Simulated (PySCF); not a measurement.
Calcium 3-fluorophenoxide, C₆H₄CaFO (doublet state).
Atom-mapped SMILES: `[F:1][c:2]1[cH:3][cH:4][cH:5][c:6]([O:7][Ca:8])[cH:9]1` (hydrogens: H10 on C3; H11 on C4; H12 on C5; H13 on C9)
Bond orders are those of one Lewis drawing.

Method: PySCF 2.14.0, PBE0-D3(BJ)/def2-SVP geometry optimisation, gas phase; unrestricted, density fitting, grid level 1; the optimiser is geomeTRIC in internal coordinates, started from a GFN2-xTB structure with every atom displaced at random (about 0.01 Å).

Step 0: E = -29462.4726 eV
```
atom  x, y, z in Å  |  force x, y, z in eV/Å
F1     -1.7541   -2.1545    0.1872    0.464   1.047  -0.171
C2     -1.0386   -1.0003    0.0540   -1.434  -0.688   0.540
C3     -1.6575    0.2300    0.2450    1.724  -0.110  -0.220
C4     -0.8121    1.3649    0.1253   -2.888  -0.424   0.473
C5      0.4947    1.2600   -0.1819    1.683   0.903  -0.239
C6      1.1100    0.0233   -0.3895   -0.291  -0.451  -0.238
O7      2.3935   -0.0854   -0.6464   -0.552   0.989  -1.357
Ca8     3.1412   -1.1982    0.7724    1.060  -1.213   1.589
C9      0.2998   -1.1253   -0.2383    0.736   0.140  -0.405
H10    -2.6884    0.2869    0.5091   -0.894   0.111   0.161
H11    -1.2982    2.3338    0.2822    0.269   0.067  -0.030
H12     1.1155    2.1525   -0.2693    0.061   0.036  -0.053
H13     0.6948   -2.1034   -0.4872    0.062  -0.406  -0.050
```

Step 1: E = -29462.5300 eV
```
atom  x, y, z in Å  |  force x, y, z in eV/Å
F1     -1.8140   -2.0924    0.0664   -0.117  -0.528   0.263
C2     -1.0457   -1.0142    0.0682    0.193   0.502  -0.370
C3     -1.6353    0.2175    0.3001   -0.348   0.161   0.240
C4     -0.8558    1.3681    0.1515    0.452  -0.123  -0.166
C5      0.4845    1.2869   -0.2219   -0.431  -0.045   0.196
C6      1.0950    0.0256   -0.4199    0.557   0.045  -0.147
O7      2.3734   -0.0797   -0.7103    0.645  -0.748   1.188
Ca8     3.3087   -1.2601    0.9788   -0.698   0.825  -1.175
C9      0.3030   -1.1342   -0.2643   -0.381  -0.361   0.082
H10    -2.6921    0.2668    0.5850    0.139  -0.017  -0.118
H11    -1.3017    2.3504    0.3105   -0.089   0.058   0.034
H12     1.0883    2.1811   -0.3693    0.077   0.056   0.010
H13     0.6924   -2.1314   -0.5122    0.001   0.175  -0.037
```

Step 2: E = -29462.6647 eV
```
atom  x, y, z in Å  |  force x, y, z in eV/Å
F1     -1.7730   -2.1294    0.1502   -0.095   0.040   0.040
C2     -1.0577   -1.0080    0.0522    0.235   0.087   0.033
C3     -1.6543    0.2240    0.2857    0.049  -0.204  -0.036
C4     -0.8501    1.3586    0.1379   -0.004   0.191  -0.015
C5      0.4920    1.2851   -0.2111   -0.024  -0.075   0.016
C6      1.1082    0.0288   -0.4275    0.049  -0.167   0.007
O7      2.3934   -0.0911   -0.6865    0.304  -0.496   0.835
Ca8     3.2730   -1.2491    0.9449   -0.452   0.581  -0.810
C9      0.2909   -1.1244   -0.2845   -0.068   0.007  -0.058
H10    -2.7086    0.2800    0.5612    0.026   0.021  -0.025
H11    -1.2960    2.3430    0.3036   -0.016   0.005   0.007
H12     1.1018    2.1828   -0.3287   -0.014   0.014   0.015
H13     0.6812   -2.1159   -0.5348    0.011  -0.005  -0.008
```

**Question.** Estimate the geometry and energy of step 3. (The exact step hangs on the optimiser's Hessian estimate; all steps are aligned on step 2, rigid shifts and turns removed.)

**Answer.** E = -29462.7078 eV, largest force 0.714 eV/Å
```
atom  x, y, z in Å  |  force x, y, z in eV/Å
F1     -1.7750   -2.1106    0.2402    0.165   0.110  -0.243
C2     -1.0425   -1.0052    0.0471   -0.289  -0.121   0.322
C3     -1.6445    0.2258    0.2605    0.024   0.132  -0.048
C4     -0.8592    1.3777    0.1280   -0.068  -0.433  -0.005
C5      0.4841    1.2644   -0.1878    0.550   0.420  -0.172
C6      1.1129    0.0154   -0.4247   -0.531  -0.052   0.175
O7      2.4057   -0.0995   -0.6418   -0.119   0.171  -0.187
Ca8     3.2356   -1.2136    0.8725    0.180  -0.120   0.197
C9      0.2956   -1.1403   -0.3054    0.138   0.144  -0.108
H10    -2.7001    0.2746    0.5158   -0.120  -0.043   0.068
H11    -1.3097    2.3623    0.2947    0.083  -0.092  -0.034
H12     1.1064    2.1590   -0.2746    0.015  -0.018  -0.009
H13     0.6915   -2.1257   -0.5618   -0.027  -0.098   0.045
```

The energy changes by -0.0432 eV. The first-order estimate −F·Δx gives -0.1621 eV and the mean of the old and new forces, exact on a quadratic surface, -0.0342 eV. The step makes an angle of 53° with the force vector and moves no atom by more than 0.092 Å.

The cost below is that of the whole optimisation. Hardware: an Arm Neoverse V1 with one thread, shared host with 32 logical CPUs at a one-minute load of 10. Cost: 10 min, 0.70 GiB resident at most.
